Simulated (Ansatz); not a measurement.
Reaction (formal exchange of groups at a Te–Si bond): `[SeH][SiH2][TeH]` + `OCF` → `OC(F)[TeH]` + `[SiH3][SeH]`

Computed with Ansatz on PBE0-D4/def2-TZVP structures; ΔE is electronic, products minus reactants. CBS: MP2 limit from def2 TZ/QZ plus the TZ coupled-cluster correction, frozen cores. DFT in def2-TZVPP. B3LYP here is the variant with VWN-RPA as its local correlation; programs differ in this. Elements past krypton have def2 core potentials. For Se, Te outer-core shells are correlated without core-valence functions, which leaves a few kJ/mol of doubt a bond. Scalar relativity is left out up to krypton. One conformer a species, not always the lowest.

`[SeH][SiH2][TeH]`:

Cartesian coordinates in Å:
```
Se 0.498 -1.052 1.550
Si -0.450 0.329 0.006
Te 1.370 1.482 -1.231
H -0.761 -1.773 1.799
H -1.330 -0.458 -0.893
H -1.234 1.426 0.627
H 1.907 0.045 -1.858
```

`OCF`:

Cartesian coordinates in Å:
```
O 0.391 -0.888 -0.478
C -0.009 0.344 -0.034
F 0.348 0.538 1.286
H -0.147 -1.567 -0.059
H -1.096 0.483 -0.081
H 0.512 1.091 -0.634
```

`OC(F)[TeH]`:

Cartesian coordinates in Å:
```
O 1.428 0.522 0.295
C 0.074 0.411 0.291
F -0.369 -0.363 1.329
Te -0.640 -0.481 -1.583
H 1.817 -0.342 0.113
H -0.346 1.409 0.407
H -1.963 -1.156 -0.853
```

`[SiH3][SeH]`:

Cartesian coordinates in Å:
```
Si 0.241 -0.438 -0.285
Se -0.164 0.932 1.490
H -0.989 -1.150 -0.714
H 1.243 -1.413 0.209
H 0.792 0.316 -1.438
H -1.123 1.753 0.738
```

Question: Is it downhill or uphill in electronic energy at CCSD(T)/CBS, and by how much? (An estimate is asked.)

Answer: Computed: Uphill: ΔE = +108.2 kJ/mol.

Question: What do these levels give: LDA (SPW92), revPBE-D4, r2SCAN-D4, B3LYP-D4, BHLYP-D4, r2SCANh, BHLYP, HF/def2-SVP, HF/def2-QZVPP, SCS-MP2/def2-QZVPP, HF/CBS(def2), MP2/CBS(def2)? (Best estimate.)

Answer: Computed: LDA (SPW92) 95.7, revPBE-D4 97.8, r2SCAN-D4 101.6, B3LYP-D4 102.3, BHLYP-D4 113.7, r2SCANh 104.8, BHLYP 108.1, HF/def2-SVP 120.9, HF/def2-QZVPP 116.3, SCS-MP2/def2-QZVPP 109.7, HF/CBS(def2) 116.3, MP2/CBS(def2) 115.5 kJ/mol.

Largest T1 diagnostic among the species: 0.012.

In def2-TZVPP, CCSD(T) changes the Hartree–Fock value by −12.2 kJ/mol (the triples alone add −2.7 kJ/mol) and MP2 by −4.9 kJ/mol. From r2SCAN to r2SCAN0 (25 % exact exchange), in def2-TZVPP and without D4, ΔE moves by +8.6 kJ/mol. Leaving LDA and LC-ωPBE aside and taking each functional with its dispersion term where it has one, the values, not all of them listed here, spread over 20.9 kJ/mol, from BLYP-D4 to PBE-QIDH. LDA lies −3.1 kJ/mol from PBE without D4.
